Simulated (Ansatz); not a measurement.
Be₂O₃. Charge 0, multiplicity 1. Geometry PBE-D4/def2-TZVP, basis def2-TZVP, Ansatz.

Cartesian coordinates in Å:
```
Be -0.358 0.803 0.225
Be -0.086 -0.870 -0.243
O 0.929 -0.069 0.789
O -1.413 -0.214 -0.058
O 0.928 0.350 -0.714
```

```tsv
run	HOMO (eV)	LUMO (eV)
A	-6.48	-2.40
B	-5.88	-2.64
C	-7.18	-2.37
D	-5.63	-3.19
E	-9.65	-0.57
```

The structure holds 1 bond(s) between oxygen atoms. Another isomer (singlet) lies 0.83 eV lower at PBE0-D4/def2-TZVP; other spin states weren't run for this one.

Task: The runs used PBE, PBE0, r2SCAN, r2SCANh, ωB97X-V. Estimate which is which.

Result: A r2SCANh (10 % exact exchange); B r2SCAN (0 % exact exchange); C PBE0 (25 % exact exchange); D PBE (0 % exact exchange); E ωB97X-V (range-separated). Exact exchange lowers occupied and raises empty levels; among semilocal functionals meta-GGAs tend to open the gap a little, and such runs are hard to tell apart. The gap grows from 2.44 eV (PBE) to 9.08 eV (ωB97X-V). The restricted singlet is unstable towards broken spin symmetry in Hartree–Fock (as tested in another run); at r2SCANh-D4/def2-TZVP, r2SCAN-D4/def2-TZVP, PBE0-D4/def2-TZVP, PBE-D4/def2-TZVP and others this wasn't settled.
